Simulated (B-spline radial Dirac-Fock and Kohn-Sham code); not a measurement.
Pt 4f7/2: cross section and angular parameters

System: the Pt atom in the configuration [Xe] 4f14 5d9 6s1; threshold 71.20 eV (tabulated edge). The computed values come from an atomic code on a B-spline grid: Dirac-Hartree-Slater photoionisation with a Latter tail; cross sections with all multipoles, angular parameters from the dipole term and its interference with E2.

```
hν (eV)  σ (kb)      β       γ       δ
   83.9     330  0.633  -0.010  -0.002
   85.2     330  0.686  -0.011  -0.003
    100     338  1.339  -0.007  -0.001
    161    1500  0.446   0.000   0.010
    175    1890  0.342  -0.002   0.011
    179    2000  0.322  -0.002   0.011
    200    2490  0.264  -0.004   0.012
    373    2610  0.474  -0.003   0.022
    414    2320  0.536  -0.002   0.024
    561    1440  0.711   0.010   0.033
    637    1110  0.778   0.019   0.037
    656    1040  0.793   0.022   0.038
    800     660  0.883   0.048   0.047
    846     574  0.905   0.058   0.049
    905     482  0.930   0.071   0.053
   1090     291  0.988   0.119   0.063
   1190       ?      ?       ?       ?
 1486.9     116  1.045   0.238   0.083
   2170    34.2  1.050   0.451   0.116
   3140    9.33  0.999   0.713   0.162
   5140    1.44  0.874   1.088   0.253
   6000   0.781  0.828   1.203   0.291
 9251.7   0.131  0.696   1.507   0.429
   9800   0.102  0.678   1.544   0.451
  12100  0.0412  0.615   1.672   0.540
  15000  0.0160  0.552   1.781   0.645
```

Question: Give the values at 1190 eV.

Answer: σ = 227 kb, β = 1.009, γ = 0.148, δ = 0.068.
